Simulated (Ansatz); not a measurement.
Species: CH₃BCl, charge 0, doublet. CH3BCl (SMILES [CH2]BCl, doublet).
B3LYP-D3(BJ)/def2-TZVP minimum from Ansatz (a first-principles code):
```xyz
6

B     -0.7016    -0.3531    -0.2127
H     -1.3903    -1.2829     0.0511
Cl     0.7939    -0.1806     0.7106
C     -1.0413     0.6673    -1.2807
H     -1.9479     0.6025    -1.8727
H     -0.4018     1.5126    -1.5109
```
Charge 0, spin multiplicity 2.

Quantity: atomisation energy (electronic, to ground-state atoms), in kJ/mol. Radicals and triplets start from unrestricted determinants; spin-orbit coupling is neglected. CBS(X,Y): correlation extrapolated as X^-3, Hartree-Fock from the larger set. A bracket is a step between two methods taken in the basis named. The functionals are non-relativistic, so their misses hold any scalar relativity. Double hybrids freeze cores in their MP2 part. '+ core + X2C': CCSD(T) terms for core correlation (cc-pwCVTZ, 1s frozen past Ne) and scalar relativity (cc-pVTZ-DK). Where a partner has so few electrons that a lower coupled-cluster level is exact, that level stands in.

CCSD(T)/CBS(cc-pV(T+d)Z,cc-pV(Q+d)Z) + [CCSDT(Q) - CCSD(T)]/cc-pV(D+d)Z + core + X2C (Ansatz) gives 2114.9 kJ/mol.

Question: How far off this value is PBE/def2-TZVPD (Ansatz), in which direction, and which of these levels come nearer: r2SCAN/def2-TZVPD, B3LYP/def2-TZVPD, PBE0/def2-TZVPD, wB97M-V/def2-TZVPD, B2PLYP/def2-TZVPD, CCSD(T)/CBS(cc-pV(T+d)Z,cc-pV(Q+d)Z) + core + X2C?

Answer: PBE gives 2158.2 kJ/mol, 43.3 kJ/mol above it. Differences of the others: r2SCAN/def2-TZVPD (Ansatz) 35.5; B3LYP/def2-TZVPD (Ansatz) -2.7; PBE0/def2-TZVPD (Ansatz) 23.0; wB97M-V/def2-TZVPD (Ansatz) 13.4; B2PLYP/def2-TZVPD (Ansatz) -16.6; CCSD(T)/CBS(cc-pV(T+d)Z,cc-pV(Q+d)Z) + core + X2C (Ansatz) -1.5 kJ/mol. Nearer than PBE: r2SCAN/def2-TZVPD, B3LYP/def2-TZVPD, PBE0/def2-TZVPD, wB97M-V/def2-TZVPD, B2PLYP/def2-TZVPD, CCSD(T)/CBS(cc-pV(T+d)Z,cc-pV(Q+d)Z) + core + X2C.
